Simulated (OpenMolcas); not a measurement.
# Os2+: moving or changing the point charges

Os2+ among 6 point charges of -1.7 e arranged as an octahedron (Oh), 2.24 Å from the ion.
```
   2.2400    0.0000    0.0000  -1.70
   0.0000    2.2400    0.0000  -1.70
  -2.2400    0.0000    0.0000  -1.70
   0.0000   -2.2400    0.0000  -1.70
   0.0000    0.0000    2.2400  -1.70
   0.0000    0.0000   -2.2400  -1.70
```

| Item | Value |
| --- | --- |
| Program | OpenMolcas 26.06 |
| Method | SS-CASPT2, IPEA 0.25 Eh, imaginary shift 0.1 Eh (closed shells correlated: 5s 5p) |
| Basis | ANO-RCC-VTZP [8s7p5d3f2g1h] |
| Scalar Hamiltonian | DKH2, point nucleus |
| Active space | 6 electrons in 5 orbitals (5d) |
| State averaging | 2S+1 = 5 even, 5 roots; 2S+1 = 3 even, 45 roots; 2S+1 = 1 even, 50 roots |
| Spin-orbit coupling | RASSI with atomic mean-field integrals over the reference wave functions |

Runs around this geometry, states (labels of O, the rotations of Oh). Energies in cm-1 above the lowest state or level, χT in cm3 K/mol; under a threefold ground state the first gap can be a small split of the lowest multiplet, not the spin-orbit step.

```tsv
R (Å)	q (e)	Ground state	First state of that spin	First gap with spin-orbit (degeneracies)	χT at 300 K	First state of another spin
2.24	-0.85	5T2	5E 5450	360 (3, 2)	4.529	3T1 12560
2.14	-1.7	5T2	5E 13580	920 (1, 2)	0.771	1A1 3680
2.24	-1.7	5T2	5E 11000	42 (3, 2)	3.845	1A1 7790
2.5	-1.7	5T2	5E 6620	330 (3, 2)	4.436	3T1 11490
```

Taking the first state of the same spin as R^-n, n = -ln(6620 / 13580) / ln(2.5 / 2.14) = 4.6 between the shortest and longest distance.

Scaling the charges by -0.85 / -1.7 = 0.50 scales the first state of the same spin by 5450 / 11000 = 0.50; with fixed orbitals a first-order splitting would follow the charge.

Roots that are degenerate in the reference are averaged as groups; the widest CASPT2 spread within a group is 210 cm-1 (the 3-fold group of multiplicity 3 near 19700 cm-1 above the lowest state of its run, R = 2.5, q = -1.7). Shifts and gaps below about the spread of the groups concerned are not significant. Point charges give a weaker field than real ligands, and real ions of this kind are as a rule low spin; the high spin found here belongs to the model. Free-ion shares, where given, are those of the reference states; single-state CASPT2 does not remix them. An orbital triplet at a regular site is open to Jahn-Teller coupling, which can distort the site and quench the lowest spin-orbit gaps and is left out (holds for R = 2.24, q = -0.85; R = 2.24, q = -1.7; R = 2.5, q = -1.7). Spin-orbit coupling mixes the spin-free states strongly: the lowest level takes only 34 % from its leading state, 3T1, which lies 6297 cm-1 above the lowest spin-free state (holds for R = 2.14, q = -1.7). This shell can be high or low spin here, a state of another spin lies low, and with metal d orbitals alone active their balance is uncertain, so the ground spin may be wrong (holds for R = 2.14, q = -1.7; R = 2.24, q = -1.7). Point charges carry no covalency, so the field is a model and not that of real ligands. No measured value stands beside these numbers.
